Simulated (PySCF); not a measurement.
# Electron correlation in Tc⁺ (technetium, charge +1)

[Kr] 4d5 5p1, high-spin 7P determinant (an excited configuration). All numbers are calculated (PySCF 2.14, scalar relativity through the core potential, in aug-cc-pwCVDZ-PP with ECP28MDF (6s6p5d3f, 70 functions)). Frozen: 4s2 4p6; 6 electrons correlated.

MP2 pair energies summed by pair of shells (mhartree):

| pair | energy | share (%) |
| --- | --- | --- |
| 4d-4d | -57.59 | 80.9 |
| 4d-5p | -13.61 | 19.1 |

Total MP2 correlation energy: -71.21 mhartree.

Same-spin part -71.21 and opposite-spin part 0.00 mhartree; SCS-MP2 scales them by 1/3 and 6/5 to -23.74 mhartree.
